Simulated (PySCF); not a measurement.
**How methods differ on the ionisation energy of Sc(7+)**

Sc(7+) [Ne] 3s2 3p2 (3P) → Sc(8+) [Ne] 3s2 3p1 (2P), as a difference of total energies. Calculation: PySCF 2.14, in an uncontracted even-tempered set (19 s from 0.25 bohr⁻², ratio 2.5; 12 p from 0.33 bohr⁻², ratio 2.5; 5 d from 2.3 bohr⁻², ratio 2.7; 5 f from 3.5 bohr⁻², ratio 2.7); scalar relativity by spin-free X2C-1e. Correlated levels: outer shells: 1s2 frozen; virtual orbitals above 40 to 60 times the deepest correlated orbital energy dropped. The calculations carry no spin-orbit coupling.

```tsv
method	ionisation energy (eV)
UHF	157.35
LDA	158.32
PBE	158.27
PBE0	158.30
r2SCAN	158.54
r2SCANh	158.52
PBEsol	158.18
MP2 (outer shells)	157.93
SCS-MP2 (outer shells)	157.80
```

Q: How much does correlation contribute at MP2 (outer shells)?

A: 157.93 − (157.35) = 0.58 eV, measured against UHF.

A first-order spin-orbit estimate (lowest level to lowest level, LS coupling) adds -0.028 eV.

For comparison: 158.08 ± 0.25 eV (semi-empirical (NIST evaluation); NIST Atomic Spectra Database, ionization energies).
